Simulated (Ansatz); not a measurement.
`C[B][SeH]` radical, relaxed with UKS PBE0-D4/def2-TZVP in Ansatz from a PBE-D4/def2-SVP geometry. The force threshold is 0.005 eV/Å; the program also tests the step.

Charge 0, multiplicity 2.

Start:

```xyz
7

C    -0.638   -0.228    0.648
B     0.772   -0.549    0.087
Se    1.877    0.092   -1.300
H    -1.271   -1.142    0.650
H    -1.179    0.572    0.093
H    -0.558    0.083    1.714
H     0.996    1.173   -1.892
```

Q: By how much does the energy fall, and how many steps does the optimiser take? (An estimate is asked.)

A: Ansatz gave: 2.31 kJ/mol, in 6 steps, 1 of them rejected.

Q: Which bonds change most? (Best estimate.)

A: The calculation gave: Se3–H7 from 1.515 to 1.488 Å; C1–H5 from 1.114 to 1.096 Å; C1–H6 from 1.113 to 1.095 Å; C1–H4 from 1.112 to 1.095 Å.

Q: Give the relaxed structure. (Best estimate.)

A: Computed: 
```xyz
7

C    -0.628   -0.222    0.639
B     0.778   -0.557    0.101
Se    1.858    0.100   -1.294
H    -1.258   -1.118    0.629
H    -1.143    0.570    0.084
H    -0.560    0.083    1.689
H     0.953    1.143   -1.848
```
